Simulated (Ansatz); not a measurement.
System: C4H7O, net charge 0, doublet state. It need not be the lowest isomer of its formula. SMILES: C[CH]CC=O
Geometry from a B3LYP-D3(BJ)/def2-TZVP (Ansatz, a first-principles code) optimisation:
```xyz
12

C     -2.3234    -0.1969    -0.0334
C     -0.8958     0.1191    -0.2845
C      0.1620    -0.4165     0.6016
C      1.5749    -0.0281     0.2477
O      1.8910     0.6683    -0.6804
H     -2.9780     0.2691    -0.7692
H     -2.6472     0.1393     0.9616
H     -2.5123    -1.2793    -0.0569
H     -0.5978     0.7431    -1.1142
H      0.0106    -0.1205     1.6546
H      0.1436    -1.5196     0.6501
H      2.3474    -0.4437     0.9289
```
Charge 0, spin multiplicity 2.

Computed values are from Ansatz. Cores are frozen in the correlated levels unless marked. UHF or UKS for open shells. Spin-orbit coupling is left out. Non-relativistic. Basis-set limits of correlation are two-point, X^-3; Hartree-Fock from the larger set. The bracket is a focal-point correction in the basis named.

What is the atomisation energy De at RI-MP2/CBS(cc-pVTZ,cc-pVQZ)+[CCSD(T)-MP2]/cc-pVTZ?

1158.2 kcal/mol.

What is the total energy at RI-MP2/CBS(cc-pVTZ,cc-pVQZ)+[CCSD(T)-MP2]/cc-pVTZ?

-231.5153 Eh.

What is the T1 diagnostic at CCSD/cc-pVTZ?

0.014.

What is the dipole moment at CCSD(T)/aug-cc-pVDZ?

2.72 D.
